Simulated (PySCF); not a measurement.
Radial density of Rb(3+) (rubidium, charge +3)

B3LYP, [Ar] 3d10 4s2 4p4, high-spin 3P determinant. Computed with PySCF 2.14 in def2-SVP with the def2 core potential (28 electrons), with scalar relativity through the core potential. This is the valence pseudo-density: the core potential removes the inner electrons and smooths the orbitals near the nucleus.

| r (bohr) | 4πr²ρ (e/bohr) | 4πr²(ρα − ρβ) |
| --- | --- | --- |
| 0.0405 | 2.617e-05 | 0.0000 |
| 0.0681 | 7.653e-05 | 0.0000 |
| 0.115 | 0.0002416 | 0.0000 |
| 0.193 | 0.001002 | 0.0002 |
| 0.324 | 0.008759 | 0.0024 |
| 0.545 | 0.1984 | 0.0528 |
| 0.917 | 2.810 | 0.7953 |
| 1.54 | 4.597 | 1.5573 |
| 2.59 | 0.6677 | 0.2631 |
| 4.36 | 0.002091 | 0.0003 |
| 7.34 | 2.616e-05 | 0.0000 |

Energies and moments cover only the electrons outside the core potential.
